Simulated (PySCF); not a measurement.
AlH₆P₃, SMILES [PH2][Al]([PH2])[PH2]. Geometry optimised at PBE-D3(BJ)/def2-SVP. Other conformers were not sampled.

Computed equilibrium geometry at PBE-D3(BJ)/def2-SVP (PySCF confirms it by a frequency run) as bond lengths and angles, and its point group (one conformer of several):
point group Cs.
Atoms: Al1 P2 H3 H4 P5 H6 H7 P8 H9 H10. Bond lengths (Å): Al1–P2 2.350, Al1–P5 2.349, Al1–P8 2.349, P2–H3 1.442, P2–H4 1.442, P5–H6 1.442, P5–H7 1.442, P8–H9 1.442, P8–H10 1.442. Angles (°): P2–Al1–P5 119.9, P2–Al1–P8 119.9, P5–Al1–P8 119.8, Al1–P2–H3 92.5, Al1–P2–H4 92.5, H3–P2–H4 93.9, Al1–P5–H6 93.3, Al1–P5–H7 92.7, H6–P5–H7 93.9, Al1–P8–H9 92.7, Al1–P8–H10 93.3, H9–P8–H10 93.9.
Charge 0, spin multiplicity 1.
